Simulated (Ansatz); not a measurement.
Cu(NH3)H (CuNH4). The state is a triplet with charge 0. Geometry r2SCAN-D4/def2-TZVP, that of the neutral singlet; atoms count from 1.

```xyz
6

Cu   -0.521    0.664    0.921
N     0.299   -0.381   -0.528
H     0.692   -1.252   -0.180
H     1.051    0.136   -0.978
H    -0.382   -0.617   -1.246
H    -1.138    1.450    2.010
```

At PBE0-D4/def2-TZVP a singlet of charge 0 lies 4.14 eV below the triplet at the same geometry.

Q: Estimate the Mulliken populations from the PBE0/def2-TZVP orbitals of Ansatz.

A: 
```json
{"atom": "Cu1", "charge (e)": "-0.30", "spin (α − β)": "1.50", "d electrons": "9.51"}
{"atom": "N2", "charge (e)": "-0.13", "spin (α − β)": "-0.36", "d electrons": "–"}
{"atom": "H3", "charge (e)": "0.09", "spin (α − β)": "0.21", "d electrons": "–"}
{"atom": "H4", "charge (e)": "0.09", "spin (α − β)": "0.21", "d electrons": "–"}
{"atom": "H5", "charge (e)": "0.09", "spin (α − β)": "0.21", "d electrons": "–"}
{"atom": "H6", "charge (e)": "0.15", "spin (α − β)": "0.23", "d electrons": "–"}
```
Mulliken values and Mayer orders depend strongly on the basis.

Q: Where does the spin sit?

A: Summed by element: Cu 1.50, N -0.36, H 0.86, of 2 unpaired in all. Largest on single atoms: Cu1 1.50, N2 -0.36, H6 0.23.
